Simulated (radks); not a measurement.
Q: All-electron atom: neutral xenon in [Kr] 4d10 5s1 5p6 6p1 (not the ground configuration). All-electron calculation, Dirac Kohn-Sham, BLYP, spin-unpolarised, spherical densities, finite nucleus; open shells fill j = l - 1/2 first; Fermi nuclear charge, rms radius 4.7859 fm. Program: a radial shooting solver on a logarithmic mesh with Libxc functionals. Some entries of the table are withheld. Estimate them.

orbital  occ.  eigenvalue (Ry)  <1/r> (bohr^-1)  r(max) (bohr)
1s1/2       2        -2525.158            58.11            (1)
2s1/2       2        -393.3124            13.59        0.09710
2p1/2       2        -369.5963            13.57        0.07437
2p3/2       4        -345.7256            12.47        0.07926
3s1/2       2        -80.85707            4.858         0.2792
3p1/2       2        -70.99480            4.770         0.2656
3p3/2       4        -66.46211            4.498         0.2764
3d3/2       4        -49.09317            4.355         0.2241
3d5/2       6        -48.13504            4.286         0.2272
4s1/2       2        -15.01474            1.969         0.6612
4p1/2       2        -11.52264            1.860            (2)
4p3/2       4        -10.61591            1.772            (3)
4d3/2       4              (4)            1.529         0.7432
4d5/2       6              (5)            1.507         0.7515
5s1/2       1         -1.88324              (6)          1.604
5p1/2       2         -1.05768              (7)          1.806
5p3/2       4         -0.95310              (8)          1.883
6p1/2       1         -0.08396           0.1620          6.504
6p3/2       0         -0.07809           0.1553          6.784

A: 
(1) 1s1/2 r(max) (bohr): 0.01715
(2) 4p1/2 r(max) (bohr): 0.6769
(3) 4p3/2 r(max) (bohr): 0.7011
(4) 4d3/2 eigenvalue (Ry): -4.96547
(5) 4d5/2 eigenvalue (Ry): -4.81885
(6) 5s1/2 <1/r> (bohr^-1): 0.7254
(7) 5p1/2 <1/r> (bohr^-1): 0.6164
(8) 5p3/2 <1/r> (bohr^-1): 0.5861
